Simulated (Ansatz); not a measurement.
Basis-set extrapolation for C2H7N3Si, SMILES `NC1=NCN1[SiH3]` (PBE0-D4/def2-TZVP geometry, frozen core, Ansatz). Multiplicity 1, RHF reference.

```json
{"": "HF", "def2-TZVPP": "-532.175907", "def2-QZVPP": "-532.196379"}
{"": "MP2 correlation", "def2-TZVPP": "-1.055035", "def2-QZVPP": "-1.127663"}
{"": "CCSD(T) correlation", "def2-TZVPP": "-1.140907", "def2-QZVPP": "not run"}
```

Energies in hartree. Use E(X) = E(∞) + A·exp(−7.88·√X) for Hartree–Fock and E(X) = E(∞) + B·X^(−2.97) for correlation, with X = 3 and 4, and add CCSD(T) minus MP2 of the smaller set to the MP2 limit.

What is the CCSD(T) energy at the basis-set limit?

HF limit: -532.196379 + (-0.020472) × 0.13774 = -532.19920. MP2 limit: -1.127663 + (-0.072628) × 0.74074 = -1.18146. Higher-order term: -1.140907 − (-1.055035) = -0.08587. Total: -533.46653 hartree, 93.9 kcal/mol below CCSD(T)/def2-TZVPP.
